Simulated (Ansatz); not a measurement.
C$_{2}$H$_{5}$Te (SMILES [CH2][Te]C), doublet, at a GFN2-xTB geometry (all electrons, no relativity); WB97M-V/STO-3G in Ansatz (a quantum-chemistry and plane-wave program).

The Ansatz input:
Ansatz 0.2 input:
```yaml
crystal:
  periodic: [false, false, false]
  atoms:
    - {symbol: C, position_ang: [1.63628114, -0.16585437, -0.82904269]}
    - {symbol: Te, position_ang: [-0.01981550, -0.03540149, 0.37245588]}
    - {symbol: C, position_ang: [-1.36879903, 0.28716843, -1.27405793]}
    - {symbol: H, position_ang: [2.58924560, -0.26141333, -0.34204773]}
    - {symbol: H, position_ang: [1.62898691, 0.35624616, -1.76957019]}
    - {symbol: H, position_ang: [-1.14282571, 1.22687019, -1.76038651]}
    - {symbol: H, position_ang: [-1.26973041, -0.52249177, -1.98431422]}
    - {symbol: H, position_ang: [-2.38016302, 0.31378203, -0.89278368]}
basis:
  gaussian:
    orbitals: STO-3G
hamiltonian:
  xc: {name: wB97M-V}
magnetization: {spin_polarized: true, initial_magnetization: 1}
```

Task: Predict the main parts of the log of this Ansatz run.

Result: 
```
Functional definition: wB97M-V
497 factors; integrals over basis functions are off by at most 2.7e-5 eV
144 factors; integrals over basis functions are off by at most 1.2e-6 eV
mean field evaluation 1: about -180343.8187 eV, gradient 7.4e0 eV
mean field evaluation 2: about -180344.2518 eV, gradient 4.5e0 eV
mean field evaluation 4: about -180344.4018 eV, gradient 3.3e-1 eV
mean field evaluation 8: about -180344.3648 eV, gradient 6.3e-3 eV
mean field -180344.36484505 eV, -6627.5331662545 hartree, gradient 1.8e-5 eV, S^2 0.754090; 0 other end points of the search recorded, 0 dependent functions left out
reference -180344.36487107 eV, -6627.5331672107 hartree; 35, 34 occupied and 7, 8 virtual orbitals, 497 factors
Total energy: -180344.36487107 eV, -6627.5331672107 hartree
```
